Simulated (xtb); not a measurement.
CuI, singlet, geometry from GFN2-xTB (such geometries of metal compounds can be far from the true shape); GFN2-xTB with GBSA(thf) in xtb 6.7.1.

Here is a job for xtb.
```
$ xtb mol.xyz --gfn 2 --gbsa thf --json

# file mol.xyz
2

Cu    -0.00000000    -0.00000000    -1.55408011
I      0.00000000     0.00000000     0.85034572
```

The log (banner, timings and long lists left out):

```
   ID    Z sym.   atoms
    1   29 Cu     1
    2   53 I      2

           -------------------------------------------------
          |                Calculation Setup                |
           -------------------------------------------------

           -------------------------------------------------
          |                 G F N 2 - x T B                 |
           -------------------------------------------------

      * Solvation model:               GBSA
        Solvent                        thf
        Parameter file                 internal GFN2-xTB/GBSA
        Dielectric constant                7.6000E+00
        Reference state                gsolv [1 M gas/solution]
        Free energy shift                  3.3994E-03 Eh       2.1331E+00 kcal/mol
        Temperature                        2.9815E+02 K
        Density                            8.8300E-01 kg/L
        Solvent mass                       7.2106E+01 g/mol
        Interaction kernel             Still
        Born radius scaling (c1)           1.5128E+00
        Born radii integrator          GBOBC
        Born offset                        6.0704E-04 a0       1.1471E-03 AA
        H-bond correction              true
        Ion screening                  false
        Surface tension                    1.0000E-05 Eh       1.5569E+01 dyn/cm
        Grid points                               230 per atom

          ...................................................
          :                      SETUP                      :
          :.................................................:
          :  # basis functions                  20          :
          :  # atomic orbitals                  18          :
          :  # shells                            6          :
          :  # electrons                        18          :
          :  max. iterations                   250          :
          :  Hamiltonian                  GFN2-xTB          :
          :  restarted?                      false          :
          :  GBSA solvation                   true          :
          :  PC potential                    false          :
          :  electronic temp.          300.0000000     K    :
          :  accuracy                    1.0000000          :
          :  -> integral cutoff          0.2500000E+02      :
          :  -> integral neglect         0.1000000E-07      :
          :  -> SCF convergence          0.1000000E-05 Eh   :
[...]
         :: total energy              -7.747845877331 Eh    ::
[...]
        11                         -0.0603526              -1.6423
        12                         -0.0603526              -1.6423
        13                          0.0418214               1.1380
        14                          0.0787780               2.1437
        15                          0.0787780               2.1437
        16                          0.1067580               2.9050
        17                          0.1067580               2.9050
        18                          0.9954686              27.0881
      -------------------------------------------------------------
                  HL-Gap            0.2024857 Eh            5.5099 eV
             Fermi-level           -0.2820706 Eh           -7.6755 eV

     #   Z          covCN         q      C6AA      α(0)
     1  29 Cu       0.866     0.398   144.607    27.491
     2  53 I        0.866    -0.398   402.327    34.626

 Mol. C6AA /au·bohr⁶  :       1016.794469
 Mol. C8AA /au·bohr⁸  :      89561.063985
 Mol. α(0) /au        :         62.117282

Wiberg/Mayer (AO) data.
largest (>0.10) Wiberg bond orders for each atom

 ---------------------------------------------------------------------------
     #   Z sym  total        # sym  WBO       # sym  WBO       # sym  WBO
 ---------------------------------------------------------------------------
     1  29 Cu   0.879 --     2 I    0.879
     2  53 I    0.879 --     1 Cu   0.879
 ---------------------------------------------------------------------------

Topologies differ in total number of bonds
Writing topology from bond orders to xtbtopo.mol

molecular dipole:
                 x           y           z       tot (Debye)
 q only:        0.000       0.000      -1.810
   full:       -0.000      -0.000      -3.753       9.539
molecular quadrupole (traceless):
                xx          xy          yy          xz          yz          zz
 q only:       -1.203       0.000      -1.203       0.000       0.000       2.407
  q+dip:       -1.871       0.000      -1.871       0.000       0.000       3.741
   full:       -1.897       0.000      -1.897       0.000       0.000       3.793

           -------------------------------------------------
          | TOTAL ENERGY               -7.747845877331 Eh   |
          | GRADIENT NORM               0.005250959212 Eh/α |
          | HOMO-LUMO GAP               5.509915478515 eV   |
           -------------------------------------------------

normal termination of xtb
```
